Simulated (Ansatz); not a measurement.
C2H7FOSi can be A, `CC[SiH](O)F`, or B, `OCC(F)[SiH3]`.

Gas-phase electronic energies from Ansatz, PBE0-D4/def2-TZVP geometries. CBS: MP2 limit from def2 TZ/QZ plus the TZ coupled-cluster correction, frozen cores. Functionals use def2-TZVPP. B3LYP here is the variant with VWN-RPA as its local correlation; programs differ in this. Each species was taken in one conformer, which may not be the lowest.

(1) Which isomer does CCSD(T)/CBS put lower? Give the gap. (An estimate is asked.)

(2) Give E(B) − E(A) in kJ/mol with MP2/def2-TZVPP, PBE0-D4, r2SCAN-D4, ωB97M-V, B3LYP, CCSD(T)/def2-TZVPP, B2PLYP. (Estimate.)

Largest T1 diagnostic: 0.012.

Results:

(1) Computed: A, by 429.3 kJ/mol.

(2) Ansatz gave: MP2/def2-TZVPP 442.9, PBE0-D4 409.1, r2SCAN-D4 420.0, ωB97M-V 418.3, B3LYP 414.1, CCSD(T)/def2-TZVPP 422.5, B2PLYP 425.4. None reverses the order clearly.

From PBE to PBE0 (25 % exact exchange), in def2-TZVPP and without D4, E(B) − E(A) moves by +13.4 kJ/mol.
